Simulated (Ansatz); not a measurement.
`NC([SiH3])=S` + H₂ → `[SiH3]C=S` + NH₃ at 400 K and 1 bar (hydrogenolysis of a C–N bond).

Computed with Ansatz on PBE0-D4/def2-TZVP structures; ΔE is electronic, products minus reactants. CBS: MP2 limit from def2 TZ/QZ plus the TZ coupled-cluster correction, frozen cores. This one scheme is used for every species. Each species was taken in one conformer, which may not be the lowest.

```
       species  CCSD(T)/CBS energy (Eh)  H − E (kJ/mol)  S (J/(mol·K))
`NC([SiH3])=S`               -782.60237           183.8          351.1
            H₂                 -1.17544            38.0          139.0
   `[SiH3]C=S`               -727.26865           130.0          321.6
           NH₃                -56.50880           104.2          203.1
```

H − E and S are ideal-gas, rigid-rotor, harmonic terms from PBE0-D4/def2-TZVP, for one conformer and one mirror image of each species. The MP2-based limit puts H₂ 0.8 mEh under its directly extrapolated value; such offsets cancel only in part. 1 Eh = 2625.50 kJ/mol, R = 8.31446 J/(mol·K).

Question: By hand: ΔE, ΔH, ΔS and ΔG.

Answer: ΔE = (-727.26865) + (-56.50880) − (-782.60237) − (-1.17544) = 0.00036 Eh = 0.9 kJ/mol. Δ(H − E) = 130.0 + 104.2 − 183.8 − 38.0 = 12.4, so ΔH = 13.3 kJ/mol. ΔS = 321.6 + 203.1 − 351.1 − 139.0 = 34.6 J/(mol·K). ΔG = 13.3 − 400 × (34.6)/1000 = -0.5 kJ/mol.

Question: By hand: the equilibrium constant, and the temperature at which ΔG would vanish if ΔH and ΔS stayed fixed.

Answer: log₁₀ K = −ΔG/(RT ln 10) = 0.1. ΔG = 0 at ΔH/ΔS = 384 K.

TΔS isn't small against ΔH here. The sign of ΔG lies within the doubt. A doubt of 5 kJ/mol in ΔE shifts log₁₀ K by 0.7 here. Other conformers and mirror images would add mixing entropy, several J/(mol·K) or more a flexible species. These are equilibria of isolated gas molecules and say nothing of rates. Largest T1 diagnostic: 0.018 (customary marks: 0.02 for closed shells, 0.045 for open ones).
